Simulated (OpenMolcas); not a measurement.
Cu²⁺: effect of the IPEA shift

| Quantity | Value |
| --- | --- |
| Program | OpenMolcas |
| Basis | ANO-RCC-VTZP [6s5p3d2f1g] |
| Scalar Hamiltonian | DKH2, point nucleus |
| Active space | 9 electrons in 6 orbitals (3d 4s) |
| State averaging | 2S+1 = 2 even, 29 roots; 2S+1 = 4 even, 10 roots kept (CI in the orbitals of an earlier block) |
| Spin-orbit coupling | RASSI with atomic mean-field integrals over the reference wave functions, term energies averaged over their components |

Methods on the same reference wave functions:
A. CASSCF
B. MS-CASPT2, IPEA 0 Eh, imaginary shift 0.1 Eh (closed shells correlated: 3s 3p)
C. MS-CASPT2, IPEA 0.25 Eh, imaginary shift 0.1 Eh (closed shells correlated: 3s 3p)

Energies in cm-1 above 3d9 2D 5/2, the measured ground level; measured values from Sugar and Musgrove, J. Phys. Chem. Ref. Data 19, 527 (1990).

```json
{"Level": "3d9 2D 5/2", "A": "0.0", "B": "0.0", "C": "0.0", "Measured": "0.0"}
{"Level": "3d9 2D 3/2", "A": "2186", "B": "2190", "C": "2190", "Measured": "2072"}
{"Level": "3d8 4s 4F 9/2", "A": "35053", "B": "62710", "C": "63210", "Measured": "60805"}
{"Level": "3d8 4s 4F 7/2", "A": "36260", "B": "63890", "C": "64390", "Measured": "62065"}
{"Level": "3d8 4s 4F 5/2", "A": "37303", "B": "64940", "C": "65440", "Measured": "63149"}
{"Level": "3d8 4s 4F 3/2", "A": "38037", "B": "65670", "C": "66170", "Measured": "63887"}
{"Level": "3d8 4s 2F 7/2", "A": "41193", "B": "67850", "C": "68430", "Measured": "67017"}
{"Level": "3d8 4s 2F 5/2", "A": "43113", "B": "69720", "C": "70310", "Measured": ""}
```

Deviations, from unrounded energies. A percentage is the sum of absolute deviations over the sum of measured energies, with the sign that they share, or ± where signs differ.

```
                  Against measurement  Levels      A     B     C
       mean absolute deviation (cm-1)       6  22000  1400  1800
fine structure of the ground term (%)       1   +5.5  +5.5  +5.5
             other configurations (%)       5  -40.7  +2.6  +3.4
```

B lies closest to measurement on these levels and A furthest from it. The largest miss of B in the table is 3d8 4s 4F 9/2, by +1900 cm-1. The ranking rests on the paired levels alone, and a cruder setting can come out closer through cancelling errors.

Between B and C the level of the table that moves most is 3d8 4s 2F 5/2, by 580 cm-1 (lowest in B, highest in C). Moves below CASPT2's spread within the term are not significant.

The mean deviations of B to C differ by less than CASPT2's widest spread within a term (1600 cm-1), so their order carries little weight.

The lowest spin-free term lies below A's lowest term by 0.779 hartree in B, 0.776 hartree in C.

CASPT2 breaks the degeneracy within a term, and the mean is taken; among the terms shown or strongly mixed into the levels shown the widest spread is 1600 cm-1 (3d8 4s 4F, B). Terms from blocks run as CI alone lack orbitals of their own. A single d shell beside an s shell can misplace configurations of different d count against each other. Without dynamic correlation excited terms often stand tens of per cent too high (terms of higher spin than the ground term too low), and those without a measured partner can miss by more than the paired ones (holds for A). Measured partners are found by configuration, term and J. A level has none where our copy of the source lacks it or the pairing is in doubt (some pairs that miss far off the trend of their configuration count as doubtful), and it then counts in no deviation. Levels of configurations outside the active space are missing. Levels that lie high or do not pair safely by name in every column are left out.
